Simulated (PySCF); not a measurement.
PySCF input (M06-2X/def2-TZVPD):

```python
from pyscf import gto, scf, dft

mol = gto.M(
    atom='''
    B     0.14768705   -0.00693148   -0.08286691
    C    -0.62420077    1.39017661    0.05759189
    C    -0.47184012   -1.33873549    0.55739450
    O     1.27757159   -0.05996101   -0.71684290
    H    -1.61362893    1.28685543   -0.39379007
    H    -0.09620970    2.21563512   -0.41426669
    H    -0.76176772    1.60642023    1.11947715
    H    -0.59295205   -1.18329269    1.63189831
    H     0.14517859   -2.21793341    0.38679035
    H    -1.46338282   -1.50198595    0.12905044
    ''',
    basis='def2-tzvpd',
    charge=0,
    spin=1,
    verbose=4,
)

mf = dft.UKS(mol, xc='m062x').density_fit(auxbasis='def2-universal-jkfit')
mf.grids.level = 4
mf.conv_tol = 1e-9
mf.max_cycle = 100
mf.max_memory = 1500
mf.kernel()
if not mf.converged:
    mf = mf.newton()
    mf.kernel(mf.make_rdm1())
for _ in range(2):
    mo, _, stable, _ = mf.stability(return_status=True)
    if stable:
        break
    mf.kernel(mf.make_rdm1(mo, mf.mo_occ))
mf.analyze()
```

End of the output:

```
Extra cycle  E= -179.884927182778  delta_E= -1.46e-11  |g|= 2.13e-06  |ddm|= 8.21e-06
converged SCF energy = -179.884927182778  <S^2> = 0.75799694  2S+1 = 2.007981
uhf_internal: lowest eigs of H = [0.13036512 0.23218027 0.25062905]
<class 'pyscf.df.df_jk.DFUKS'> wavefunction is stable in the internal stability analysis
**** SCF Summaries ****
Total Energy =                        -179.884927182777801
Nuclear Repulsion Energy =             105.299041213107543
One-electron Energy =                 -451.295534669704409
Two-electron Energy =                  166.111566273819051
Two-electron Coulomb Energy =          191.765714248507066
DFT Exchange-Correlation Energy =      -25.654147974688019
HOMO-LUMO gap [eV] =                     6.803076819690913
**** MO energy ****
                             alpha | beta                alpha | beta
MO #1   energy= -19.6717050110506  | -19.6573044136127  occ= 1 | 1
MO #2   energy= -10.5285426574937  | -10.5268062358243  occ= 1 | 1
MO #3   energy= -10.5285349447889  | -10.5267991784964  occ= 1 | 1
MO #4   energy= -7.05329277909016  | -7.05410858972656  occ= 1 | 1
MO #5   energy= -1.14076371225841  | -1.08093802740576  occ= 1 | 1
MO #6   energy= -0.815784475993084 | -0.807302417309632 occ= 1 | 1
MO #7   energy= -0.787137469049377 | -0.779151422695168 occ= 1 | 1
MO #8   energy= -0.556143974738845 | -0.529282744431132 occ= 1 | 1
MO #9   energy= -0.530623504844748 | -0.498877963881126 occ= 1 | 1
MO #10  energy= -0.503613833919444 | -0.498710377648899 occ= 1 | 1
MO #11  energy= -0.503523093935782 | -0.47278653011778  occ= 1 | 1
MO #12  energy= -0.464989188895647 | -0.462436094839442 occ= 1 | 1
MO #13  energy= -0.451757561598662 | -0.417920359295687 occ= 1 | 1
MO #14  energy= -0.441743301638987 | -0.414859153703346 occ= 1 | 1
MO #15  energy= -0.437272357933757 | -0.400494525154599 occ= 1 | 1
MO #16  energy= -0.357628834228066 | -0.107620370319218 occ= 1 | 0
MO #17  energy= 0.00338867175736013 | 0.00352996043118026 occ= 0 | 0
MO #18  energy= 0.036392215198015  | 0.0388201747884245 occ= 0 | 0
MO #19  energy= 0.0461606969035134 | 0.0458184054503959 occ= 0 | 0
MO #20  energy= 0.0567595402753061 | 0.0588844664230269 occ= 0 | 0
MO #21  energy= 0.0600411525332216 | 0.0600922682756546 occ= 0 | 0
MO #22  energy= 0.0735887357102549 | 0.0729303197698904 occ= 0 | 0
MO #23  energy= 0.0795253495274868 | 0.0798926629191359 occ= 0 | 0
MO #24  energy= 0.087231168060569  | 0.08669940918987   occ= 0 | 0
MO #25  energy= 0.0952217815447549 | 0.0941709366420468 occ= 0 | 0
MO #26  energy= 0.100785939252107  | 0.100979094435221  occ= 0 | 0
MO #27  energy= 0.117122588289691  | 0.116881588095867  occ= 0 | 0
MO #28  energy= 0.133190624616535  | 0.134558272470701  occ= 0 | 0
MO #29  energy= 0.138080353076494  | 0.137857675333302  occ= 0 | 0
MO #30  energy= 0.139086009131341  | 0.139441995129825  occ= 0 | 0
MO #31  energy= 0.165399896032385  | 0.165134538370198  occ= 0 | 0
MO #32  energy= 0.167023642644959  | 0.166130091226085  occ= 0 | 0
MO #33  energy= 0.172667556661145  | 0.17487335185374   occ= 0 | 0
MO #34  energy= 0.200361665001052  | 0.198343203666367  occ= 0 | 0
MO #35  energy= 0.208530488844105  | 0.208039559113874  occ= 0 | 0
MO #36  energy= 0.21520796845396   | 0.215178230520482  occ= 0 | 0
MO #37  energy= 0.24052578397664   | 0.240545619244184  occ= 0 | 0
MO #38  energy= 0.260834943911703  | 0.262033063821581  occ= 0 | 0
MO #39  energy= 0.262362275356862  | 0.264821670338926  occ= 0 | 0
MO #40  energy= 0.264049975262798  | 0.264927791118329  occ= 0 | 0
MO #41  energy= 0.268162817570244  | 0.269552124435374  occ= 0 | 0
MO #42  energy= 0.270854089848907  | 0.270959032273623  occ= 0 | 0
MO #43  energy= 0.279494759177617  | 0.282034377222728  occ= 0 | 0
MO #44  energy= 0.288685231821842  | 0.29233019787706   occ= 0 | 0
MO #45  energy= 0.296362098280077  | 0.296282463318407  occ= 0 | 0
MO #46  energy= 0.300848595256172  | 0.301769450111352  occ= 0 | 0
MO #47  energy= 0.303573279770515  | 0.303807424321059  occ= 0 | 0
MO #48  energy= 0.311589161409601  | 0.311314782780973  occ= 0 | 0
MO #49  energy= 0.319603607540026  | 0.318991188217516  occ= 0 | 0
MO #50  energy= 0.325379787194477  | 0.326200437532035  occ= 0 | 0
MO #51  energy= 0.327157182453646  | 0.326952718555146  occ= 0 | 0
MO #52  energy= 0.33410340186054   | 0.334346459100954  occ= 0 | 0
MO #53  energy= 0.342932996131212  | 0.341271893310867  occ= 0 | 0
MO #54  energy= 0.357279847319926  | 0.359843950315777  occ= 0 | 0
MO #55  energy= 0.37156279334488   | 0.371459195469987  occ= 0 | 0
MO #56  energy= 0.382604866030276  | 0.383674855181561  occ= 0 | 0
MO #57  energy= 0.391550461505773  | 0.394139629795673  occ= 0 | 0
MO #58  energy= 0.395538584208894  | 0.394629042675696  occ= 0 | 0
MO #59  energy= 0.405134680720282  | 0.405000588377592  occ= 0 | 0
MO #60  energy= 0.4149307285784    | 0.414110190970172  occ= 0 | 0
MO #61  energy= 0.421049912660175  | 0.421977075662609  occ= 0 | 0
MO #62  energy= 0.427420129822555  | 0.42970825668371   occ= 0 | 0
MO #63  energy= 0.450009721435412  | 0.450232494258596  occ= 0 | 0
MO #64  energy= 0.450412095752451  | 0.45095063023592   occ= 0 | 0
MO #65  energy= 0.460279441156456  | 0.460641552559359  occ= 0 | 0
MO #66  energy= 0.484010481907469  | 0.484382551694547  occ= 0 | 0
MO #67  energy= 0.497895934215023  | 0.498264027630411  occ= 0 | 0
MO #68  energy= 0.501427107241869  | 0.500946792350371  occ= 0 | 0
MO #69  energy= 0.514780589386024  | 0.516394089308962  occ= 0 | 0
MO #70  energy= 0.515377758413122  | 0.517550322107852  occ= 0 | 0
MO #71  energy= 0.517394276047305  | 0.522982546637721  occ= 0 | 0
MO #72  energy= 0.558471738842098  | 0.554591735385247  occ= 0 | 0
MO #73  energy= 0.567152627789921  | 0.566256845349595  occ= 0 | 0
MO #74  energy= 0.586924013819391  | 0.587193473507598  occ= 0 | 0
MO #75  energy= 0.596505915517547  | 0.59589169187311   occ= 0 | 0
MO #76  energy= 0.597569015788957  | 0.596867137050589  occ= 0 | 0
MO #77  energy= 0.61302211321079   | 0.616137485531     occ= 0 | 0
MO #78  energy= 0.628539569759662  | 0.62996798274397   occ= 0 | 0
MO #79  energy= 0.671124116946819  | 0.670334257794874  occ= 0 | 0
MO #80  energy= 0.676234988170278  | 0.676357554857278  occ= 0 | 0
MO #81  energy= 0.687957922463562  | 0.687194059659885  occ= 0 | 0
MO #82  energy= 0.700974720764685  | 0.702516682669838  occ= 0 | 0
MO #83  energy= 0.705024349657285  | 0.704178467051136  occ= 0 | 0
MO #84  energy= 0.737385702060925  | 0.738453149337716  occ= 0 | 0
MO #85  energy= 0.739491401816214  | 0.739648409908116  occ= 0 | 0
MO #86  energy= 0.750569245243958  | 0.750497429565497  occ= 0 | 0
MO #87  energy= 0.765416054040629  | 0.766375969591846  occ= 0 | 0
MO #88  energy= 0.77817181121933   | 0.781625081730926  occ= 0 | 0
MO #89  energy= 0.784530892648506  | 0.783846483194047  occ= 0 | 0
MO #90  energy= 0.841286662014062  | 0.84416766693037   occ= 0 | 0
MO #91  energy= 0.846051432783731  | 0.84828957500461   occ= 0 | 0
MO #92  energy= 0.859547476244509  | 0.858607106152198  occ= 0 | 0
MO #93  energy= 0.876619088042436  | 0.879441905076285  occ= 0 | 0
MO #94  energy= 0.898605021844091  | 0.896378457680693  occ= 0 | 0
MO #95  energy= 0.971566865458527  | 0.969722607522097  occ= 0 | 0
MO #96  energy= 1.00023391551041   | 1.00829353210386   occ= 0 | 0
MO #97  energy= 1.0259443041084    | 1.0265182574532    occ= 0 | 0
MO #98  energy= 1.05035642578377   | 1.05419994034735   occ= 0 | 0
MO #99  energy= 1.08834914098727   | 1.09002652403872   occ= 0 | 0
MO #100 energy= 1.10435078623027   | 1.10479619358465   occ= 0 | 0
MO #101 energy= 1.1421293676185    | 1.145380363043     occ= 0 | 0
MO #102 energy= 1.14531247027579   | 1.14692570885735   occ= 0 | 0
MO #103 energy= 1.16750965504169   | 1.17065762220727   occ= 0 | 0
MO #104 energy= 1.17203954698603   | 1.17973588697187   occ= 0 | 0
[...]
```

It need not be the lowest isomer of its formula.
